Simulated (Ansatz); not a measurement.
Ideal-gas functions of `[Cl][Sn]([Cl])([SeH])[SeH]` at 500 K and 1 bar, from an Ansatz frequency run at PBE0-D4/def2-TZVP.

Molar mass 349.55 g/mol, point group C2 (symmetry number 2), electronic degeneracy 1, moments of inertia 629.569, 962.923, 1104.636 u Å². Harmonic wavenumbers (cm⁻¹, unscaled): 54, 74, 84, 104, 106, 123, 174, 225, 272, 373, 381, 638, 639, 2437, 2438.

Use S(trans) = R[1.5 ln M + 2.5 ln T − 1.1517]; rotational temperatures θ = 24.2544 K / I; S(rot) = R[ln(√π/σ · √(T³/θAθBθC)) + 1.5]; for each mode x = 1.438777 ν̃/T, S = R[x/(eˣ − 1) − ln(1 − e⁻ˣ)] and H = RT x/(eˣ − 1); 1 cm⁻¹ = 0.0119627 kJ/mol; R = 8.31446 J/(mol·K).

Task: By hand: the entropy, in J/(mol·K).

Result: Translation 192.6. Rotation: θ = 0.0385, 0.0252, 0.022 K, giving 133.7. Vibration, mode by mode: 23.80, 21.19, 20.14, 18.38, 18.22, 16.99, 14.15, 12.07, 10.56, 8.11, 7.95, 4.34, 4.33, 0.06, 0.06, in all 180.4. Electronic 0.0. Sum 506.7 J/(mol·K).

Task: By hand: H − E and G − E in kJ/mol, counted from the electronic energy.

Result: Zero-point energy ½ × 8122 × 0.0119627 = 48.6; thermal vibration 38.3; translation, rotation and pV give 4 RT = 16.6. H − E = 103.5 kJ/mol, and G − E = 103.5 − 500 × 506.7/1000 = -149.8 kJ/mol.

Vibration gives 36 % of the entropy, 118.7 J/(mol·K) of it from the modes under 150 cm⁻¹: soft modes count most, and the harmonic formula is weakest for them. The sum counts one conformer and one mirror image; others add a mixing term.
